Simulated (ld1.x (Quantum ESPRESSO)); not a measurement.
# Transferability test, TM potential for gallium (Ga)

```json
{"Element": "gallium (Ga)", "Generator": "ld1.x (Quantum ESPRESSO) 7.5", "Type": "norm-conserving Troullier–Martins (Kleinman–Bylander form)", "Functional": "PBEsol", "Relativity": "scalar-relativistic", "Frozen core": "[Ar]", "Valence charge": "13", "Reference configuration": "3d10 4s2 4p1", "Partial waves": "4s (bound): rc 1.95 bohr; 4p (bound): rc 2.40 bohr; 3d (bound): rc 1.20 bohr", "Local potential": "the d channel", "Core correction": "Bessel-smoothed model core inside 0.90 bohr"}
```

Energies are relative to the spin-unpolarised reference configuration 3d10 4s2 4p1; without spin polarisation the order of configurations can differ from experiment.

```tsv
valence configuration	charge	ΔE all-electron (eV)	error AE − PS (meV)
3d10 4s2 4p0	+1	5.679	-1.1
3d10 4s1 4p0	+2	26.815	-12
3d10 4s0 4p0	+3	57.936	-70
3d10 4s1 4p1	+1	13.084	-2.0
3d9 4s2 4p2	0	20.321	-339
3d10 4s2 4p1.3	-0.3	-0.531	+0.1
```

Q: What are ΔE and the potential's error for 3d10 4s1 4p2?

A: ΔE = 6.551 eV all-electron; the error (AE − PS) is -1.4 meV.

Levels in the configuration 3d10 4s1 4p2:

| level | all-electron (eV) | pseudo (eV) |
| --- | --- | --- |
| 3d | -21.046 | -21.038 |
| 4s | -10.057 | -10.058 |
| 4p | -3.354 | -3.354 |

Note: ghost states, extra bound levels that the all-electron valence spectrum of the same l lacks: s at -346.4 eV, p at -135.4 eV. A true bound ghost makes a file unfit for plane-wave use.
